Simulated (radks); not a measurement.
Fractional charge and spin in the 5p shell of erbium: the spin-up occupation runs from 2 to 3 and the spin-down occupation from 2 to 3; the fullest corner is Er3+, [Kr] 4d10 4f(up 5.5, down 5.5) 5s2 5p(up 3, down 3). Method: scalar-relativistic Kohn-Sham, LDA (Slater exchange, Perdew-Wang correlation), spin-polarised, spherical densities, finite nucleus; Fermi nuclear charge, rms radius of each element as measured or else 0.836 A^(1/3) + 0.57 fm; computed with a radial shooting solver on a logarithmic mesh with Libxc functionals. Energy (eV) minus the two flat planes that join the four corners (they meet along the diagonal where the two added fractions sum to one electron); zero is where a piecewise linear energy would lie.

down \ up,2,2.5,3
2,0.000,-1.863,0.000
2.5,-1.863,0.206,-1.780
3,0.000,-1.780,0.000

Corners above the fullest one (they belong to Er4+ and the next ion): (up 3, down 2) 62.678 eV, (up 2, down 3) 62.678 eV, (up 2, down 2) 140.75 eV. With half an added electron in each spin the energy lies 0.206 eV from the planes, and with half an added electron in spin up alone -1.863 eV. The planes are only a guide here: the flat-plane condition holds for ground states with one frontier orbital, while this shell lies below other occupied shells, so the corners above the fullest one are inner-hole states and not the ground states of those ions.
